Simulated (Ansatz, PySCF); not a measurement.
The pair A = CHN (SMILES C#N) (first 3 atoms), B = H2 (SMILES [H][H]); geometry from B3LYP-D3(BJ)/def2-TZVP.
(charge 0, multiplicity 1):
```json
[
 {"atom": "C", "x (Å)": "0.1701", "y (Å)": "0.5681", "z (Å)": "-0.6967"},
 {"atom": "N", "x (Å)": "0.0993", "y (Å)": "0.3457", "z (Å)": "0.4252"},
 {"atom": "H", "x (Å)": "0.2360", "y (Å)": "0.7751", "z (Å)": "-1.7411"},
 {"atom": "H", "x (Å)": "-0.0611", "y (Å)": "-0.1604", "z (Å)": "3.1866"},
 {"atom": "H", "x (Å)": "-0.1026", "y (Å)": "-0.2918", "z (Å)": "3.9188"}
]
```

Frozen-core correlation. Rows in 6-31G* carry no dispersion term and start afresh at each structure (6-31G* with six Cartesian d functions).

Run with Ansatz (Gaussian basis) for Hartree–Fock, density functionals and correlated methods; PySCF for 6-31G* rows. 

Total energies (hartree), monomers frozen at their geometry in the pair:

| structure | HF/aug-cc-pVDZ | B3LYP/6-31G* | MP2/aug-cc-pVDZ |
|---|---|---|---|
| AB | -94.0172666 | -94.5986158 | -94.3382396 |
| A in the pair's basis | -92.8882930 | -93.4228813 | -93.1812298 |
| B in the pair's basis | -1.1288397 | -1.1755067 | -1.1562732 |
| A | -92.8880585 | -93.4223155 | -93.1808168 |
| B | -1.1288192 | -1.1754790 | -1.1561488 |

Problem. Work out the interaction energy without and with the counterpoise correction, and the superposition error, for each level.

Solution. 
E(AB) − E(A) − E(B), times 627.509 kcal/mol, with the monomers in their own basis and then in the pair's basis:
- HF/aug-cc-pVDZ: -0.24 uncorrected, -0.08 corrected; the monomers gain 0.16 kcal/mol from borrowed functions
- B3LYP/6-31G*: -0.52 uncorrected, -0.14 corrected; the monomers gain 0.37 kcal/mol from borrowed functions
- MP2/aug-cc-pVDZ: -0.80 uncorrected, -0.46 corrected; the monomers gain 0.34 kcal/mol from borrowed functions

Ansatz is a first-principles code.
